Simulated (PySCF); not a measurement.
SMILES COC(=O)[SiH2][SiH2]O, GFN2-xTB optimised geometry.

```
15

C      2.44    -1.84     0.12
O      1.02    -1.68     0.12
C      0.52    -0.46     0.00
O      1.19     0.55    -0.10
Si    -1.41    -0.46     0.00
Si    -1.98     1.79     0.00
O     -0.65     2.67    -0.29
H      2.92    -0.92    -0.22
H      2.68    -2.67    -0.54
H      2.77    -2.08     1.14
H     -1.75    -1.27    -1.17
H     -1.76    -1.27     1.17
H     -2.54     2.22     1.29
H     -2.92     2.15    -1.06
H      0.22     2.25    -0.25
```

Density from PBE/def2-TZVP in PySCF at that geometry.

Minimum of the electron density along straight lines between bonded atoms, close to the bond critical point (lines longer than 1.1 times the sum of covalent radii, or with two minima, are not listed):

```
bond     length / Å  ρ at the minimum / e bohr⁻³  ∇²ρ there / e bohr⁻⁵  position (fraction from the first atom)
-------  ----------  ---------------------------  --------------------  ---------------------------------------
C1–O2         1.428                        0.246                 -0.46                                     0.36
O2–C3         1.326                        0.316                 -0.56                                     0.66
C3–O4         1.217                        0.414                 -0.24                                     0.34
C3–Si5        1.928                        0.109                  0.17                                     0.61
Si5–Si6       2.316                        0.096                 -0.17                                     0.61
Si6–O7        1.619                        0.146                  0.91                                     0.42
C1–H8         1.091                        0.284                 -0.99                                     0.66
C1–H9         1.089                        0.284                 -0.99                                     0.65
C1–H10        1.091                        0.282                 -0.98                                     0.65
Si5–H11       1.468                        0.122                  0.17                                     0.50
Si5–H12       1.466                        0.122                  0.17                                     0.50
Si6–H13       1.469                        0.124                  0.15                                     0.50
Si6–H14       1.465                        0.125                  0.16                                     0.50
O7–H15        0.963                        0.349                 -2.40                                     0.81
```
